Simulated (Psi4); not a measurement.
C3H8AlF, singlet, at a GFN2-xTB geometry (such geometries of metal compounds can be far from the true shape), atoms displaced at random by about 0.03 Å a coordinate; Psi4 1.11 with PBE/6-31G, gradient.

Input for Psi4:
```
memory 2 GB

molecule mol {
0 1
Al   -0.176177    1.242405    0.433328
F     0.550998    2.649033    0.857026
H    -1.721197    1.381618    0.409794
C     0.624136   -0.443201   -0.126873
C    -0.576830   -1.384737   -0.469261
C    -0.103416   -2.769717   -0.878352
H     1.232229   -0.906353    0.698184
H     1.299628   -0.311979   -0.994114
H    -1.201804   -1.517280    0.355341
H    -1.170821   -0.947933   -1.254457
H     0.569476   -2.774410   -1.845328
H    -0.893681   -3.503656   -1.100288
H     0.435570   -3.284989   -0.044657
symmetry c1
no_reorient
no_com
}

set {
  basis 6-31g
  reference rks
}

gradient('pbe')
print_variables()
```

Predict the main parts of the log of this Psi4 run.


```
gradient() will perform analytic gradient computation.

   => Loading Basis Set <=

    Name: 6-31G
    Role: ORBITAL
    Keyword: BASIS

         ---------------------------------------------------------
                                   SCF
               by Justin Turney, Rob Parrish, Andy Simmonett
                          and Daniel G. A. Smith
                              RKS Reference
         ---------------------------------------------------------

  ==> Geometry <==

    Molecular point group: c1
    Full point group: C1

    Geometry (in Angstrom), charge = 0, multiplicity = 1:

       Center              X                  Y                   Z               Mass
    ------------   -----------------  -----------------  -----------------  -----------------
         AL          -0.176177000000     1.242405000000     0.433328000000    26.981538530000
         F            0.550998000000     2.649033000000     0.857026000000    18.998403162730
         H           -1.721197000000     1.381618000000     0.409794000000     1.007825032230
         C            0.624136000000    -0.443201000000    -0.126873000000    12.000000000000
         C           -0.576830000000    -1.384737000000    -0.469261000000    12.000000000000
         C           -0.103416000000    -2.769717000000    -0.878352000000    12.000000000000
         H            1.232229000000    -0.906353000000     0.698184000000     1.007825032230
         H            1.299628000000    -0.311979000000    -0.994114000000     1.007825032230
         H           -1.201804000000    -1.517280000000     0.355341000000     1.007825032230
         H           -1.170821000000    -0.947933000000    -1.254457000000     1.007825032230
         H            0.569476000000    -2.774410000000    -1.845328000000     1.007825032230
         H           -0.893681000000    -3.503656000000    -1.100288000000     1.007825032230
         H            0.435570000000    -3.284989000000    -0.044657000000     1.007825032230

  Running in c1 symmetry.

  Rotational constants: A =      0.61035  B =      0.04536  C =      0.04328 [cm^-1]
  Rotational constants: A =  18297.75484  B =   1359.76472  C =   1297.54301 [MHz]
  Nuclear repulsion =  210.222895483037149

  Charge       = 0
  Multiplicity = 1
  Electrons    = 48
  Nalpha       = 24
  Nbeta        = 24

  ==> Algorithm <==

  SCF Algorithm Type is DF.
  DIIS enabled.
  MOM disabled.
  Fractional occupation disabled.
  Guess Type is SAD.
[...]
  @DF-RKS Final Energy:  -460.96730006322719
    Total Energy =                       -460.9673000632271851
[...]

   => Composite Functional: PBE <=

    PBE GGA Exchange-Correlation Functional

    J.P. Perdew et. al., Phys. Rev. Lett., 77(18), 3865-3868, 1996

    Deriv               =              1
    GGA                 =           TRUE
    Meta                =          FALSE

    Exchange Hybrid     =          FALSE
    MP2 Hybrid          =          FALSE

   => Exchange Functionals <=

    1.0000     XC_GGA_X_PBE

   => Correlation Functionals <=

    1.0000     XC_GGA_C_PBE

   => LibXC Density Thresholds  <==

    XC_GGA_C_PBE:  1.00E-12
    XC_GGA_X_PBE:  1.00E-15

   => Molecular Quadrature <=

    Radial Scheme          =       TREUTLER
    Pruning Scheme         =           NONE
    Nuclear Scheme         =       TREUTLER

    Blocking Scheme        =         OCTREE
    BS radius alpha        =              1
    Pruning alpha          =              1
    Radial Points          =             75
    Spherical Points       =            302
    Total Points           =         279027
    Total Blocks           =           2081
    Max Points             =            256
    Max Functions          =             63
    Weights Tolerance      =       1.00E-15

  -Total Gradient:
     Atom            X                  Y                   Z
    ------   -----------------  -----------------  -----------------
       1        0.015562326572     0.036236744509     0.013310622081
       2       -0.029058140254    -0.044566606941    -0.014340117613
       3        0.018474498111    -0.000948731075    -0.000780387391
       4       -0.001311282677     0.008728259464    -0.009909056720
       5       -0.041561873950     0.003187765372     0.023940995059
       6       -0.026771462815     0.024316675270     0.026582656667
       7        0.002922493507    -0.004282158560     0.008401323240
       8        0.000037471981     0.002195028754    -0.000340528268
       9        0.028306324936    -0.000098989630    -0.038260122897
      10        0.011213907283    -0.007789719359     0.014384451954
      11        0.016635352376    -0.003179751760    -0.032989697945
      12        0.010895976572    -0.004953327076     0.003607990127
      13       -0.005398264502    -0.009147353132     0.006418126514

  Variable Map:
  ----------------------------------------------------------------------------
[...]
  Array Variable Map:
  ----------------------------------------------------------------------------
[...]
[...]
```
